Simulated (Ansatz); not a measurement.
## Worked example: SnH3(NH2) + GaH2(NH2) → SnH2(NH2)2 + GaH3

Species: SnH3(NH2), singlet; GaH2(NH2), singlet; SnH2(NH2)2, singlet; GaH3 `[GaH3]`, singlet. The partners trade H for NH2: Sn–H and Ga–NH2 bonds give way to Sn–NH2 and Ga–H.

Shapes, held fixed at every level: PBE0-D4/def2-TZVP. Flexible molecules stand in one conformer, not always the lowest. Programs: Ansatz 0.2.0. The zero-point and thermal change to 298 K, harmonic and unscaled (PBE0-D4/def2-TZVP), is -1.8 kJ/mol.

At CCSD(T)/def2-TZVPP; 1 Eh = 2625.50 kJ/mol:

```
   species   energy (Eh)
 SnH3(NH2)   -271.311971
 GaH2(NH2)  -1980.546097
SnH2(NH2)2   -326.607816
      GaH3  -1925.228007
```

**Question.** Work out ΔH(298 K) of the reaction at this level.

**Answer.** 
1. Products less reactants: (-326.607816) + (-1925.228007) − [(-271.311971) + (-1980.546097)] = 0.022245 Eh = +58.4 kJ/mol.
2. With the thermal change: +58.4 + (-1.8) = +56.6 kJ/mol.

Other levels give +51.6 (HF/def2-TZVPP) to +68.3 kJ/mol (CCSD(T)/def2-SVP). No measured value is set beside it here. For atoms past krypton def2 sets carry core potentials with scalar relativity. Relativity is left out for Ga unless named. Correlated rows may include outer-core shells of Ga, Sn, which these sets cover unevenly.
